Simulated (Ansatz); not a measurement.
`CCCCCCCCB(O)O` with charge -1. Total charge -1; doublet. Geometry PBE0-D4/def2-SVP, that of the neutral singlet; atoms count from 1.

| atom | x (Å) | y (Å) | z (Å) |
| --- | --- | --- | --- |
| C1 | -4.9351 | -0.3023 | 0.6104 |
| C2 | -3.4561 | -0.5337 | 0.8716 |
| C3 | -2.5904 | -0.3940 | -0.3723 |
| C4 | -1.1065 | -0.6138 | -0.1195 |
| C5 | -0.2522 | -0.4937 | -1.3744 |
| C6 | 1.2383 | -0.7318 | -1.1593 |
| C7 | 1.9384 | 0.3242 | -0.3132 |
| C8 | 3.4425 | 0.0861 | -0.1623 |
| B9 | 4.1421 | 1.1853 | 0.7192 |
| O10 | 5.0567 | 2.0189 | 0.1380 |
| O11 | 3.7839 | 1.2743 | 2.0366 |
| H12 | -5.3270 | -1.0178 | -0.1306 |
| H13 | -5.5345 | -0.4128 | 1.5269 |
| H14 | -5.1175 | 0.7098 | 0.2145 |
| H15 | -3.0998 | 0.1738 | 1.6416 |
| H16 | -3.3082 | -1.5396 | 1.3034 |
| H17 | -2.9405 | -1.1066 | -1.1420 |
| H18 | -2.7405 | 0.6100 | -0.8103 |
| H19 | -0.9552 | -1.6139 | 0.3270 |
| H20 | -0.7618 | 0.1066 | 0.6429 |
| H21 | -0.6270 | -1.2108 | -2.1261 |
| H22 | -0.3998 | 0.5073 | -1.8204 |
| H23 | 1.3886 | -1.7242 | -0.6957 |
| H24 | 1.7399 | -0.7839 | -2.1415 |
| H25 | 1.4805 | 0.3720 | 0.6889 |
| H26 | 1.7630 | 1.3160 | -0.7697 |
| H27 | 3.6027 | -0.8991 | 0.3119 |
| H28 | 3.9203 | 0.0401 | -1.1544 |
| H29 | 5.4398 | 2.6809 | 0.7216 |
| H30 | 4.2153 | 1.9727 | 2.5372 |

The highest occupied level of the charge -1 doublet lies above zero (up to 2.93 eV). By energy differences it is unbound by 1.64 eV (vertical, against the charge 0 singlet, at PBE0-D4/def2-TZVP) and held by the finite basis.

Estimate the Mulliken populations of the heavy atoms from the PBE0/def2-TZVP orbitals of Ansatz.


```json
{"atom": "C1", "charge (e)": "-0.18", "spin (α − β)": "-0.16"}
{"atom": "C2", "charge (e)": "-0.07", "spin (α − β)": "-0.07"}
{"atom": "C3", "charge (e)": "-0.13", "spin (α − β)": "-0.06"}
{"atom": "C4", "charge (e)": "-0.20", "spin (α − β)": "-0.03"}
{"atom": "C5", "charge (e)": "-0.13", "spin (α − β)": "0.01"}
{"atom": "C6", "charge (e)": "-0.09", "spin (α − β)": "-0.01"}
{"atom": "C7", "charge (e)": "-0.25", "spin (α − β)": "-0.04"}
{"atom": "C8", "charge (e)": "-0.17", "spin (α − β)": "-0.08"}
{"atom": "B9", "charge (e)": "0.15", "spin (α − β)": "0.19"}
{"atom": "O10", "charge (e)": "-0.36", "spin (α − β)": "-0.09"}
{"atom": "O11", "charge (e)": "-0.36", "spin (α − β)": "-0.09"}
```
Mulliken values depend strongly on the basis.

Where does the spin sit?

Summed by element: C -0.45, B 0.19, O -0.17, H 1.43, of 1 unpaired in all. Largest on single atoms: H30 0.36, H29 0.35, B9 0.19.

And the Mayer bond orders between heavy atoms (over 0.3)?

C1–C2 1.04 (1.52 Å); C2–C3 1.04 (1.52 Å); C3–C4 1.04 (1.52 Å); C4–C5 1.03 (1.52 Å); C5–C6 1.01 (1.52 Å); C6–C7 1.02 (1.52 Å); C7–C8 1.05 (1.53 Å); C8–B9 0.92 (1.57 Å); B9–O10 1.37 (1.37 Å); B9–O11 1.38 (1.37 Å).
